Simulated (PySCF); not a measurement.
CH4Al (calculated)

Computed with PySCF 2.14.0. Calculation on a computer-drawn molecule: vertical ionisation energy to the stated ion spin, frozen-core CCSD(T) at the basis limit and cheaper methods, single-reference cases, UHF for radicals, no spin-orbit; all values are single points at the evaluated structure, the first of each entry, which is the reference or a displaced copy of it and isn't optimised; the reference structure only sets the zero of the energies above reference; triples share is (T) over the correlation energy.

Common to all runs: charge 1; multiplicity 1; ion multiplicity 2; diffuse functions no; basis cc-pV(n+d)Z; reference is the Hartree-Fock double-zeta minimum; best is HF at quadruple zeta + MP2 correlation extrapolated from triple and quadruple zeta + CCSD(T) minus MP2 at triple zeta; basis step is the size of the change from the same recipe one zeta lower.

(1) CH4Al

Evaluated structure:
```xyz
6
CH4Al
C     -1.6701     1.6764    -1.3425
Al    -1.1426     3.3543    -0.5265
H     -1.4452     0.8442    -0.7265
H     -2.8528     1.5519    -1.3103
H     -1.4415     1.5331    -2.2908
H     -0.6904     4.6232     0.0796
```

Reference structure:
```xyz
6
CH4Al
C     -1.7868     1.6506    -1.2525
Al    -1.2062     3.3312    -0.5319
H     -1.4517     0.8315    -0.6100
H     -2.8784     1.6273    -1.3159
H     -1.3707     1.5084    -2.2538
H     -0.7385     4.6849     0.0488
```

| Item | Value |
| --- | --- |
| ionisation energy best | 17.94 eV |
| ionisation energy basis step | 0.0277 eV |
| energy above reference best | 11.98 kcal/mol |
| energy above reference basis step | 0.09748 kcal/mol |
| ionisation energy Koopmans at triple zeta | 18.11 eV |
| ionisation energy EOM CCSD at triple zeta | 17.88 eV |
| total energy HF triple zeta | -281.8506 hartree |
| total energy CCSD(T) triple zeta | -282.1221 hartree |
| total energy best | -282.1523 hartree |
| T1 diagnostic at triple zeta | 0.009872 |
| D1 diagnostic at triple zeta | 0.01768 |
| ion T1 diagnostic at triple zeta | 0.02256 |
| ion D1 diagnostic at triple zeta | 0.07709 |
| ion spin squared at triple zeta | 0.7956 |
| triples share at triple zeta | 0.03176 |
| basis functions triple zeta | 125 |

Drawn bonds:
| atom | other atom | order |
| --- | --- | --- |
| 1 | 2 | 1 |
| 1 | 3 | 1 |
| 1 | 4 | 1 |
| 1 | 5 | 1 |
| 2 | 6 | 1 |

Triple zeta:
| method | ionisation energy (eV) | energy above reference (kcal/mol) |
| --- | --- | --- |
| HF | 16.78 | 12 |
| PBE | 17.55 | 12.57 |
| r2SCAN | 17.57 | 12.04 |
| B3LYP | 17.71 | 11.94 |
| wB97X | 17.79 | 12.1 |
| MP2 | 17.92 | 11.95 |
| CCSD | 17.78 | 12.02 |
| CCSD(T) | 17.83 | 12.08 |

(2) CH4Al

Evaluated structure:
```xyz
6
CH4Al
C     -1.6701     1.6764    -1.3425
Al    -1.1426     3.3543    -0.5265
H     -1.4452     0.8442    -0.7265
H     -2.7086     1.5671    -1.3142
H     -1.4415     1.5331    -2.2908
H     -0.6904     4.6232     0.0796
```

Reference structure:
```xyz
6
CH4Al
C     -1.7868     1.6506    -1.2525
Al    -1.2062     3.3312    -0.5319
H     -1.4517     0.8315    -0.6100
H     -2.8784     1.6273    -1.3159
H     -1.3707     1.5084    -2.2538
H     -0.7385     4.6849     0.0488
```

| Item | Value |
| --- | --- |
| ionisation energy best | 18.03 eV |
| ionisation energy basis step | 0.02762 eV |
| energy above reference best | 11.04 kcal/mol |
| energy above reference basis step | 0.1458 kcal/mol |
| ionisation energy Koopmans at triple zeta | 18.16 eV |
| ionisation energy EOM CCSD at triple zeta | 17.96 eV |
| total energy HF triple zeta | -281.8535 hartree |
| total energy CCSD(T) triple zeta | -282.1234 hartree |
| total energy best | -282.1538 hartree |
| T1 diagnostic at triple zeta | 0.009509 |
| D1 diagnostic at triple zeta | 0.01671 |
| ion T1 diagnostic at triple zeta | 0.02308 |
| ion D1 diagnostic at triple zeta | 0.07909 |
| ion spin squared at triple zeta | 0.8001 |
| triples share at triple zeta | 0.03074 |
| basis functions triple zeta | 125 |

Drawn bonds:
| atom | other atom | order |
| --- | --- | --- |
| 1 | 2 | 1 |
| 1 | 3 | 1 |
| 1 | 4 | 1 |
| 1 | 5 | 1 |
| 2 | 6 | 1 |

Triple zeta:
| method | ionisation energy (eV) | energy above reference (kcal/mol) |
| --- | --- | --- |
| HF | 16.86 | 10.22 |
| PBE | 17.64 | 12.53 |
| r2SCAN | 17.66 | 11.2 |
| B3LYP | 17.79 | 11.05 |
| wB97X | 17.88 | 10.95 |
| MP2 | 18 | 10.75 |
| CCSD | 17.86 | 11.02 |
| CCSD(T) | 17.92 | 11.29 |

(3) CH4Al

Evaluated structure:
```xyz
6
CH4Al
C     -1.6701     1.6764    -1.3425
Al    -1.1426     3.3543    -0.5265
H     -1.4452     0.8442    -0.7265
H     -2.7146     1.5664    -1.3141
H     -1.4415     1.5331    -2.2908
H     -0.6904     4.6232     0.0796
```

Reference structure:
```xyz
6
CH4Al
C     -1.7868     1.6506    -1.2525
Al    -1.2062     3.3312    -0.5319
H     -1.4517     0.8315    -0.6100
H     -2.8784     1.6273    -1.3159
H     -1.3707     1.5084    -2.2538
H     -0.7385     4.6849     0.0488
```

| Item | Value |
| --- | --- |
| ionisation energy best | 18.02 eV |
| ionisation energy basis step | 0.02765 eV |
| energy above reference best | 10.76 kcal/mol |
| energy above reference basis step | 0.1439 kcal/mol |
| ionisation energy Koopmans at triple zeta | 18.16 eV |
| ionisation energy EOM CCSD at triple zeta | 17.96 eV |
| total energy HF triple zeta | -281.8539 hartree |
| total energy CCSD(T) triple zeta | -282.1239 hartree |
| total energy best | -282.1543 hartree |
| T1 diagnostic at triple zeta | 0.009518 |
| D1 diagnostic at triple zeta | 0.01674 |
| ion T1 diagnostic at triple zeta | 0.02306 |
| ion D1 diagnostic at triple zeta | 0.07901 |
| ion spin squared at triple zeta | 0.8 |
| triples share at triple zeta | 0.03078 |
| basis functions triple zeta | 125 |

Drawn bonds:
| atom | other atom | order |
| --- | --- | --- |
| 1 | 2 | 1 |
| 1 | 3 | 1 |
| 1 | 4 | 1 |
| 1 | 5 | 1 |
| 2 | 6 | 1 |

Triple zeta:
| method | ionisation energy (eV) | energy above reference (kcal/mol) |
| --- | --- | --- |
| HF | 16.86 | 9.971 |
| PBE | 17.63 | 12.21 |
| r2SCAN | 17.65 | 10.92 |
| B3LYP | 17.79 | 10.77 |
| wB97X | 17.87 | 10.68 |
| MP2 | 18 | 10.48 |
| CCSD | 17.86 | 10.75 |
| CCSD(T) | 17.91 | 11 |

(4) CH4Al

Evaluated structure:
```xyz
6
CH4Al
C     -1.6701     1.6764    -1.3425
Al    -1.1426     3.3543    -0.5265
H     -1.4452     0.8442    -0.7265
H     -3.3002     1.5048    -1.2981
H     -1.4415     1.5331    -2.2908
H     -0.6904     4.6232     0.0796
```

Reference structure:
```xyz
6
CH4Al
C     -1.7868     1.6506    -1.2525
Al    -1.2062     3.3312    -0.5319
H     -1.4517     0.8315    -0.6100
H     -2.8784     1.6273    -1.3159
H     -1.3707     1.5084    -2.2538
H     -0.7385     4.6849     0.0488
```

| Property | Result |
| --- | --- |
| ionisation energy best | 17.16 eV |
| ionisation energy basis step | 0.001303 eV |
| energy above reference best | 52.02 kcal/mol |
| energy above reference basis step | 0.06572 kcal/mol |
| ionisation energy Koopmans at triple zeta | 16.81 eV |
| ionisation energy EOM CCSD at triple zeta | 17.09 eV |
| total energy HF triple zeta | -281.7780 hartree |
| total energy CCSD(T) triple zeta | -282.0585 hartree |
| total energy best | -282.0885 hartree |
| T1 diagnostic at triple zeta | 0.01393 |
| D1 diagnostic at triple zeta | 0.03402 |
| ion T1 diagnostic at triple zeta | 0.03183 |
| ion D1 diagnostic at triple zeta | 0.1144 |
| ion spin squared at triple zeta | 0.7688 |
| triples share at triple zeta | 0.03616 |
| basis functions triple zeta | 125 |

Drawn bonds:
| atom | other atom | order |
| --- | --- | --- |
| 1 | 2 | 1 |
| 1 | 3 | 1 |
| 1 | 4 | 1 |
| 1 | 5 | 1 |
| 2 | 6 | 1 |

Triple zeta:
| method | ionisation energy (eV) | energy above reference (kcal/mol) |
| --- | --- | --- |
| HF | 15.44 | 57.56 |
| PBE | 16.84 | 50.92 |
| r2SCAN | 16.78 | 52.62 |
| B3LYP | 16.89 | 52.16 |
| wB97X | 16.87 | 55.25 |
| MP2 | 16.99 | 54.79 |
| CCSD | 16.94 | 52.92 |
| CCSD(T) | 17.06 | 52.03 |

(5) CH4Al

Evaluated structure:
```xyz
6
CH4Al
C     -1.7658     1.6907    -1.2701
Al    -1.2365     3.3124    -0.5358
H     -1.4630     0.8602    -0.5980
H     -2.8175     1.6312    -1.2998
H     -1.3601     1.5359    -2.3000
H     -0.7001     4.7044     0.0186
```

Reference structure:
```xyz
6
CH4Al
C     -1.7868     1.6506    -1.2525
Al    -1.2062     3.3312    -0.5319
H     -1.4517     0.8315    -0.6100
H     -2.8784     1.6273    -1.3159
H     -1.3707     1.5084    -2.2538
H     -0.7385     4.6849     0.0488
```

| Item | Value |
| --- | --- |
| ionisation energy best | 17.77 eV |
| ionisation energy basis step | 0.02659 eV |
| energy above reference best | 2.084 kcal/mol |
| energy above reference basis step | 0.1595 kcal/mol |
| ionisation energy Koopmans at triple zeta | 17.95 eV |
| ionisation energy EOM CCSD at triple zeta | 17.7 eV |
| total energy HF triple zeta | -281.8657 hartree |
| total energy CCSD(T) triple zeta | -282.1379 hartree |
| total energy best | -282.1681 hartree |
| T1 diagnostic at triple zeta | 0.009932 |
| D1 diagnostic at triple zeta | 0.01866 |
| ion T1 diagnostic at triple zeta | 0.02763 |
| ion D1 diagnostic at triple zeta | 0.09217 |
| ion spin squared at triple zeta | 0.8379 |
| triples share at triple zeta | 0.03202 |
| basis functions triple zeta | 125 |

Drawn bonds:
| atom | other atom | order |
| --- | --- | --- |
| 1 | 2 | 1 |
| 1 | 3 | 1 |
| 1 | 4 | 1 |
| 1 | 5 | 1 |
| 2 | 6 | 1 |

Triple zeta:
| method | ionisation energy (eV) | energy above reference (kcal/mol) |
| --- | --- | --- |
| HF | 16.64 | 2.546 |
| PBE | 17.33 | 1.894 |
| r2SCAN | 17.36 | 1.797 |
| B3LYP | 17.5 | 2.086 |
| wB97X | 17.64 | 1.897 |
| MP2 | 17.78 | 2.185 |
| CCSD | 17.62 | 2.217 |
| CCSD(T) | 17.66 | 2.217 |

(6) CH4Al

Evaluated structure:
```xyz
6
CH4Al
C     -1.7901     1.6531    -1.2576
Al    -1.2091     3.3337    -0.5261
H     -1.4594     0.8251    -0.6066
H     -2.8727     1.6176    -1.3204
H     -1.3682     1.5053    -2.2466
H     -0.7315     4.6837     0.0415
```

Reference structure:
```xyz
6
CH4Al
C     -1.7868     1.6506    -1.2525
Al    -1.2062     3.3312    -0.5319
H     -1.4517     0.8315    -0.6100
H     -2.8784     1.6273    -1.3159
H     -1.3707     1.5084    -2.2538
H     -0.7385     4.6849     0.0488
```

| Quantity | Value |
| --- | --- |
| ionisation energy best | 17.68 eV |
| ionisation energy basis step | 0.02893 eV |
| energy above reference best | 0.1432 kcal/mol |
| energy above reference basis step | 0.01259 kcal/mol |
| ionisation energy Koopmans at triple zeta | 17.82 eV |
| ionisation energy EOM CCSD at triple zeta | 17.61 eV |
| total energy HF triple zeta | -281.8697 hartree |
| total energy CCSD(T) triple zeta | -282.1412 hartree |
| total energy best | -282.1712 hartree |
| T1 diagnostic at triple zeta | 0.00991 |
| D1 diagnostic at triple zeta | 0.01768 |
| ion T1 diagnostic at triple zeta | 0.02382 |
| ion D1 diagnostic at triple zeta | 0.07845 |
| ion spin squared at triple zeta | 0.8115 |
| triples share at triple zeta | 0.03203 |
| basis functions triple zeta | 125 |

Drawn bonds:
| atom | other atom | order |
| --- | --- | --- |
| 1 | 2 | 1 |
| 1 | 3 | 1 |
| 1 | 4 | 1 |
| 1 | 5 | 1 |
| 2 | 6 | 1 |

Triple zeta:
| method | ionisation energy (eV) | energy above reference (kcal/mol) |
| --- | --- | --- |
| HF | 16.51 | 0.0732 |
| PBE | 17.29 | 0.2115 |
| r2SCAN | 17.31 | 0.1631 |
| B3LYP | 17.44 | 0.1424 |
| wB97X | 17.53 | 0.1464 |
| MP2 | 17.66 | 0.1289 |
| CCSD | 17.51 | 0.1324 |
| CCSD(T) | 17.57 | 0.1448 |
